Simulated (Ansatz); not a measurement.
## Nudged elastic band run: C3H7BOSe

Input:

```yaml
crystal:
  periodic: [false, false, false]
  atoms:
    - { symbol: C, position_ang: [0.227829, -1.972832, 0.617695] }
    - { symbol: B, position_ang: [0.442142, -0.504444, 0.062553] }
    - { symbol: Se, position_ang: [2.220333, 0.08777, -0.57388] }
    - { symbol: C, position_ang: [-0.75315, 0.481692, 0.018049] }
    - { symbol: C, position_ang: [-0.696379, 1.739811, -0.422374] }
    - { symbol: O, position_ang: [-1.748864, 2.553663, -0.441834] }
    - { symbol: H, position_ang: [1.1109, -2.610572, 0.608558] }
    - { symbol: H, position_ang: [-0.143035, -1.916807, 1.646589] }
    - { symbol: H, position_ang: [-0.557735, -2.466605, 0.036208] }
    - { symbol: H, position_ang: [2.941213, -1.14864, -0.327305] }
    - { symbol: H, position_ang: [-1.724892, 0.145162, 0.369426] }
    - { symbol: H, position_ang: [0.22735, 2.173464, -0.793738] }
    - { symbol: H, position_ang: [-1.525111, 3.403539, -0.785246] }
basis:
  gaussian: { orbitals: def2-SVP }
hamiltonian:
  xc: hf
neb:
  order_check: false
  images: 5
  f_tol: 0.2
  max_iterations: 60
  final_atoms:
    - { symbol: C, position_ang: [0.15925905, -1.89187556, 0.60584774] }
    - { symbol: B, position_ang: [0.48766311, -0.45097337, 0.03296046] }
    - { symbol: Se, position_ang: [2.31244384, 0.0119605, -0.56762206] }
    - { symbol: C, position_ang: [-0.63784581, 0.61132142, -0.05478162] }
    - { symbol: C, position_ang: [-0.49186058, 1.85985812, -0.51249921] }
    - { symbol: O, position_ang: [-1.43247806, 2.78782558, -0.5989257] }
    - { symbol: H, position_ang: [0.99520263, -2.59003927, 0.62061266] }
    - { symbol: H, position_ang: [-0.22073296, -1.79392181, 1.62837443] }
    - { symbol: H, position_ang: [-0.64992386, -2.33985074, 0.01975182] }
    - { symbol: H, position_ang: [2.94054625, -1.26645134, -0.28423812] }
    - { symbol: H, position_ang: [-1.63361293, 0.32506272, 0.28300124] }
    - { symbol: H, position_ang: [0.45660819, 2.24107133, -0.87044959] }
    - { symbol: H, position_ang: [-2.26466787, 2.46121344, -0.28733104] }
  initial_path:
    images:
      - { positions_ang: [[0.227829, -1.972832, 0.617695], [0.442142, -0.504444, 0.062553], [2.220333, 0.08777, -0.57388], [-0.75315, 0.481692, 0.018049], [-0.696379, 1.739811, -0.422374], [-1.748864, 2.553663, -0.441834], [1.1109, -2.610572, 0.608558], [-0.143035, -1.916807, 1.646589], [-0.557735, -2.466605, 0.036208], [2.941213, -1.14864, -0.327305], [-1.724892, 0.145162, 0.369426], [0.22735, 2.173464, -0.793738], [-1.525111, 3.403539, -0.785246]] }
      - { positions_ang: [[0.18250417, -2.02203486, 0.58904822], [0.42934575, -0.55309569, 0.01427957], [2.19740476, -0.07316373, -0.72404703], [-0.68455689, 0.50013056, 0.0334063], [-0.59426414, 1.74246516, -0.42162157], [-1.61483211, 2.6243573, -0.37311334], [1.04130838, -2.6687672, 0.51870944], [-0.12151825, -1.93340242, 1.63391773], [-0.66298106, -2.45734995, 0.05188791], [2.90646281, -0.76255292, -0.10373465], [-1.67185575, 0.20570135, 0.44556534], [0.33510469, 2.11605549, -0.82879373], [-1.72152137, 3.24685791, -0.82080318]] }
      - { positions_ang: [[0.13717934, -2.07123773, 0.56040144], [0.4165495, -0.60174738, -0.03399387], [2.17447651, -0.23409746, -0.87421406], [-0.61596377, 0.51856913, 0.04876361], [-0.49214928, 1.74511932, -0.42086914], [-1.48080021, 2.6950516, -0.30439269], [0.97171676, -2.7269624, 0.42886088], [-0.10000149, -1.94999783, 1.62124646], [-0.76822711, -2.44809491, 0.06756782], [2.87171262, -0.37646584, 0.11983569], [-1.6188195, 0.2662407, 0.52170468], [0.44285939, 2.05864699, -0.86384945], [-1.91793175, 3.09017682, -0.85636036]] }
      - { positions_ang: [[0.09185451, -2.12044059, 0.53175466], [0.40375325, -0.65039907, -0.0822673], [2.15154827, -0.39503119, -1.0243811], [-0.54737066, 0.53700769, 0.06412091], [-0.39003441, 1.74777347, -0.42011671], [-1.34676832, 2.7657459, -0.23567203], [0.90212514, -2.78515759, 0.33901232], [-0.07848474, -1.96659325, 1.60857519], [-0.87347317, -2.43883986, 0.08324773], [2.83696242, 0.00962124, 0.34340604], [-1.56578326, 0.32678005, 0.59784402], [0.55061408, 2.00123848, -0.89890518], [-2.11434212, 2.93349573, -0.89191755]] }
      - { positions_ang: [[0.11432269, -2.04425225, 0.55645235], [0.4317232, -0.58392384, -0.04385805], [2.20518013, -0.25936729, -0.87212808], [-0.57752904, 0.56177893, 0.02448673], [-0.42397647, 1.78513502, -0.45091087], [-1.37533823, 2.77310579, -0.35675659], [0.93315097, -2.72011815, 0.4328791], [-0.12590081, -1.9090361, 1.61517493], [-0.79895673, -2.40584349, 0.06208242], [2.87149036, -0.41573629, 0.13419132], [-1.58839315, 0.3262076, 0.49289643], [0.51927878, 2.08118276, -0.88941998], [-2.16445071, 2.7760683, -0.69038871]] }
      - { positions_ang: [[0.13679087, -1.96806391, 0.58115004], [0.45969316, -0.5174486, -0.00544879], [2.25881199, -0.1237034, -0.71987507], [-0.60768743, 0.58655017, -0.01514744], [-0.45791852, 1.82249657, -0.48170504], [-1.40390814, 2.78046568, -0.47784115], [0.9641768, -2.65507871, 0.52674588], [-0.17331688, -1.85147896, 1.62177468], [-0.7244403, -2.37284711, 0.04091712], [2.90601831, -0.84109381, -0.0750234], [-1.61100304, 0.32563516, 0.38794884], [0.48794349, 2.16112705, -0.87993479], [-2.21455929, 2.61864087, -0.48885987]] }
      - { positions_ang: [[0.15925905, -1.89187556, 0.60584774], [0.48766311, -0.45097337, 0.03296046], [2.31244384, 0.0119605, -0.56762206], [-0.63784581, 0.61132142, -0.05478162], [-0.49186058, 1.85985812, -0.51249921], [-1.43247806, 2.78782558, -0.5989257], [0.99520263, -2.59003927, 0.62061266], [-0.22073296, -1.79392181, 1.62837443], [-0.64992386, -2.33985074, 0.01975182], [2.94054625, -1.26645134, -0.28423812], [-1.63361293, 0.32506272, 0.28300124], [0.45660819, 2.24107133, -0.87044959], [-2.26466787, 2.46121344, -0.28733104]] }
```

Command:

```bash
$ ansatz run input.yaml --threads 2 --pin off --max-ram 3072MiB --backend cpu --events-out ev --progress --plain --runs-dir out
```

Output, in part (warnings, iteration lines, the closing report on the highest movable image, with atoms numbered from 0):

```
NEB end point (image 0): max|allowed force component| = 1.352e-2 eV/Å (the criterion of neb.relax_end_points is 4.000e-2)
NEB end point (image 6): max|allowed force component| = 5.652e-3 eV/Å (the criterion of neb.relax_end_points is 4.000e-2)
NEB iter   1: max|band force component| = 1.617e1 eV/Å  barrier→ = 3.3308 eV  barrier← = 3.4177 eV  Δτ_max = 0.1596 Å  (246 SCF iters)
NEB iter   2: max|band force component| = 2.093e0 eV/Å  barrier→ = 0.7591 eV  barrier← = 0.8459 eV  Δτ_max = 0.2000 Å  (167 SCF iters)
NEB iter   3: max|band force component| = 1.825e0 eV/Å  barrier→ = 0.9286 eV  barrier← = 1.0154 eV  Δτ_max = 0.1659 Å  (170 SCF iters)
NEB iter   4: max|band force component| = 1.091e0 eV/Å  barrier→ = 0.6881 eV  barrier← = 0.7750 eV  Δτ_max = 0.1181 Å  (170 SCF iters)
NEB iter   5: max|band force component| = 5.256e-1 eV/Å  barrier→ = 0.6656 eV  barrier← = 0.7525 eV  Δτ_max = 0.1997 Å  (176 SCF iters)
NEB iter   6: max|band force component| = 6.090e-1 eV/Å  barrier→ = 0.6117 eV  barrier← = 0.6985 eV  Δτ_max = 0.0999 Å  (172 SCF iters)
NEB iter   7: max|band force component| = 5.890e-1 eV/Å  barrier→ = 0.5617 eV  barrier← = 0.6486 eV  Δτ_max = 0.0993 Å  (175 SCF iters)
NEB iter   8: max|band force component| = 5.334e-1 eV/Å  barrier→ = 0.4893 eV  barrier← = 0.5762 eV  Δτ_max = 0.0994 Å  (172 SCF iters)
NEB iter   9: max|band force component| = 5.080e-1 eV/Å  barrier→ = 0.4076 eV  barrier← = 0.4945 eV  Δτ_max = 0.1010 Å  (174 SCF iters)
NEB iter  10: max|band force component| = 4.075e-1 eV/Å  barrier→ = 0.3811 eV  barrier← = 0.4680 eV  CI = image 2  Δτ_max = 0.1012 Å  (174 SCF iters)
NEB iter  11: max|band force component| = 5.847e-1 eV/Å  barrier→ = 0.3583 eV  barrier← = 0.4452 eV  CI = image 2  Δτ_max = 0.1008 Å  (174 SCF iters)
NEB iter  12: max|band force component| = 4.048e-1 eV/Å  barrier→ = 0.3363 eV  barrier← = 0.4232 eV  CI = image 2  Δτ_max = 0.1009 Å  (174 SCF iters)
NEB iter  13: max|band force component| = 2.912e-1 eV/Å  barrier→ = 0.3163 eV  barrier← = 0.4032 eV  CI = image 2  Δτ_max = 0.1000 Å  (175 SCF iters)
NEB iter  14: max|band force component| = 3.707e-1 eV/Å  barrier→ = 0.3432 eV  barrier← = 0.4301 eV  CI = image 2  Δτ_max = 0.1000 Å  (173 SCF iters)
NEB iter  15: max|band force component| = 4.312e-1 eV/Å  barrier→ = 0.3705 eV  barrier← = 0.4574 eV  CI = image 2  Δτ_max = 0.1011 Å  (171 SCF iters)
NEB iter  16: max|band force component| = 4.014e-1 eV/Å  barrier→ = 0.3992 eV  barrier← = 0.4861 eV  CI = image 2  Δτ_max = 0.1002 Å  (173 SCF iters)
NEB iter  17: max|band force component| = 3.280e-1 eV/Å  barrier→ = 0.4046 eV  barrier← = 0.4914 eV  CI = image 2  Δτ_max = 0.1003 Å  (174 SCF iters)
NEB iter  18: max|band force component| = 4.886e-1 eV/Å  barrier→ = 0.3967 eV  barrier← = 0.4836 eV  CI = image 2  Δτ_max = 0.0500 Å  (174 SCF iters)
NEB iter  19: max|band force component| = 1.855e-1 eV/Å  barrier→ = 0.3889 eV  barrier← = 0.4757 eV  CI = image 2  Δτ_max = 0.0000 Å  (356 SCF iters)
Total energy: -71201.81091335 eV, -2616.6182887446 hartree
Atom 0 at     0.107154    -2.120393     0.558770 Å, force    -0.012944    -0.009119    -0.032277 eV/Å
Atom 1 at     0.361863    -0.675090    -0.029384 Å, force     0.049553     0.007833     0.000724 eV/Å
Atom 2 at     2.122640    -0.301103    -1.035675 Å, force    -0.027595    -0.058996    -0.007910 eV/Å
Atom 3 at    -0.696891     0.426933     0.118275 Å, force    -0.079338     0.043910    -0.024115 eV/Å
Atom 4 at    -0.594530     1.638822    -0.444324 Å, force     0.110525     0.031063    -0.004952 eV/Å
Atom 5 at    -1.525944     2.576563    -0.350053 Å, force     0.030083     0.013266     0.096283 eV/Å
Atom 6 at     0.945113    -2.807165     0.456784 Å, force     0.003654    -0.003829     0.002555 eV/Å
Atom 7 at    -0.161053    -2.046075     1.617996 Å, force    -0.005582     0.005197     0.004765 eV/Å
Atom 8 at    -0.763712    -2.560484     0.058100 Å, force     0.009995    -0.000394     0.001222 eV/Å
Atom 9 at     2.772130     0.300418     0.119360 Å, force     0.001652     0.039864     0.021939 eV/Å
Atom 10 at    -1.604902     0.229887     0.681490 Å, force    -0.018767     0.001342    -0.002057 eV/Å
Atom 11 at     0.282666     1.909342    -1.020441 Å, force     0.023828    -0.027681    -0.012167 eV/Å
Atom 12 at    -1.223932     3.393545    -0.716197 Å, force    -0.085063    -0.042456    -0.044010 eV/Å
Dipole moment:    -0.151748     0.515664     0.049750 e Å
```

The forces met the threshold. The threshold of 0.2 eV/Å is loose, so the images may lie well off the minimum-energy path. The profile has 2 maxima (images 2, 5) with wells between them (image 4): this band takes more than one step, which may be the mechanism or a detour left from its start path. The dihedral C4–C5–O6–H13 jumps by 172° between images 3 and 4, so the path isn't resolved there. The order of the stationary point at the top wasn't checked.

Final band (atoms are numbered from 1 in the order of the input):

| image | path coordinate (Å) | energy (kcal/mol) | dihedral C4–C5–O6–H13 (°) |
| --- | --- | --- | --- |
| 0 | 0.00 | 0.0 | -180 |
| 1 | 0.98 | 4.7 | 178 |
| 2 | 1.96 | 9.0 | 173 |
| 3 | 3.94 | 3.3 | -172 |
| 4 | 5.92 | -1.1 | 0 |
| 5 | 7.90 | 4.4 | 1 |
| 6 | 9.88 | -2.0 | 0 |

The run took 4.1 min on 2 threads of Intel(R) Xeon(R) CPU @ 2.80GHz (Skylake/Cascade Lake) (shared host), peak memory 0.43 GiB.
